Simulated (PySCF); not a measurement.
Excitations are Tamm–Dancoff values on a coarser integration grid. The basis has no diffuse functions, so Rydberg states are missing or too high.

Z-matrix (Å, degrees):
```
B
N 1 1.4109
H 2 1.0028 1 122.96
H 2 1.0038 3 113.78 1 179.96
N 1 1.4111 2 122.20 3 -179.99
H 5 1.0018 1 123.48 2 -179.98
H 5 1.0043 6 113.70 1 -180.00
S 1 1.8437 2 116.36 3 0.02
H 8 1.3402 1 97.19 2 -179.94
```
Charge 0, multiplicity 1.

Question: What is the computed S1–T1 gap (TDA), total energy, T1 excitation (TDA), LUMO and dipole moment (PBE0-D4/def2-TZVP (PySCF))?

Answer: 
```json
{
 "S1–T1 gap (TDA)": "0.46 eV",
 "total_energy": "-535.4429 Ha",
 "T1 excitation (TDA)": "5.37 eV",
 "LUMO": "0.47 eV",
 "dipole_moment": "0.512 e·Å"
}
```
